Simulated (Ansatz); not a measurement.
Geometry optimisation, RKS PBE0/STO-3G in Ansatz.

The input (input.yaml):

```yaml
crystal:
  periodic: [false, false, false]
  atoms:
    - { symbol: C, position_ang: [-0.2281, -2.4439, -0.9685] }
    - { symbol: C, position_ang: [0.8619, -1.404, -0.893] }
    - { symbol: S, position_ang: [0.9426, -0.6446, 0.7418] }
    - { symbol: Si, position_ang: [-0.3955, 0.9335, 0.7381] }
    - { symbol: C, position_ang: [0.0637, 2.2671, -0.3962] }
    - { symbol: "N", position_ang: [-0.5133, 1.4231, 2.365] }
    - { symbol: H, position_ang: [-1.2239, -1.9171, -0.8391] }
    - { symbol: H, position_ang: [-0.2418, -2.8538, -1.9753] }
    - { symbol: H, position_ang: [-0.1683, -3.1781, -0.1932] }
    - { symbol: H, position_ang: [1.8122, -1.9222, -1.0542] }
    - { symbol: H, position_ang: [0.7575, -0.6309, -1.6432] }
    - { symbol: H, position_ang: [1.1626, -0.85794, 2.08734] }
    - { symbol: H, position_ang: [-0.6879, 3.1415, -0.3638] }
    - { symbol: H, position_ang: [1.0231, 2.6741, -0.0901] }
    - { symbol: H, position_ang: [0.1154, 1.9207, -1.4142] }
    - { symbol: H, position_ang: [0.449, 1.615, 2.69] }
    - { symbol: H, position_ang: [-0.8109, 0.6412, 2.9216] }
basis:
  gaussian: { orbitals: STO-3G }
hamiltonian:
  xc: pbe0
relax:
  f_tol: 0.02
  max_steps: 50
```

Run as:

```bash
$ ansatz run input.yaml --threads 1 --pin off --max-ram 2048MiB --backend cpu --events-out ev --progress --plain --runs-dir out
```

Q: Where does it end, and by what steps?

A: The run converged. The force dipped under the threshold on the way, but the program's further checks kept it going. Limits of this set-up: minimal basis. After 28 steps the energy has fallen by 5.291 eV; H12 moved furthest, 0.92 Å.

```tsv
step	energy less start (eV)	largest force component (eV/Å)	accepted
0	0.0000	7.484	yes
1	-2.7460	4.180	yes
2	-4.0424	2.568	yes
3	-4.4865	2.338	yes
4	-4.8361	1.576	yes
5	-5.0756	0.596	yes
6	-5.1603	0.374	yes
7	-5.2280	0.757	yes
8	-5.2514	0.575	yes
9	-5.2672	0.614	yes
10	-5.2849	0.149	yes
11	-5.2852	0.123	yes
12	-5.2861	0.244	yes
13	-5.2881	0.063	yes
14	-5.2881	0.023	yes
15	-5.2883	0.040	yes
16	-5.2886	0.024	yes
17	-5.2888	0.016	yes
18	-5.2889	0.029	yes
19	-5.2892	0.048	yes
20	-5.2893	0.039	yes
21	-5.2896	0.040	yes
22	-5.2897	0.042	yes
23	-5.2899	0.059	yes
24	-5.2900	0.045	yes
25	-5.2902	0.030	yes
26	-5.2903	0.019	yes
27	-5.2904	0.034	yes
28	-5.2905	0.018	yes
```

```xyz
17
Properties=species:S:1:pos:R:3
C -0.288 -2.354 -0.754
C 1.054 -1.643 -1.022
S 1.503 -0.440 0.280
Si -0.806 0.835 0.527
C 0.053 2.405 -0.173
N -0.560 1.248 2.182
H -1.050 -1.596 -0.512
H -0.601 -2.921 -1.640
H -0.200 -3.049 0.091
H 1.868 -2.376 -1.142
H 0.991 -1.066 -1.957
H 1.329 -1.313 1.305
H -0.668 3.230 -0.227
H 0.895 2.761 0.432
H 0.424 2.252 -1.191
H -0.039 2.063 2.551
H -0.988 0.726 2.964
```

Whether the end is a true minimum wasn't checked by a vibrational analysis.

Time of the run: 2.3 min on 1 thread of Arm Neoverse V1, with other jobs on the host, peak memory 0.16 GiB.
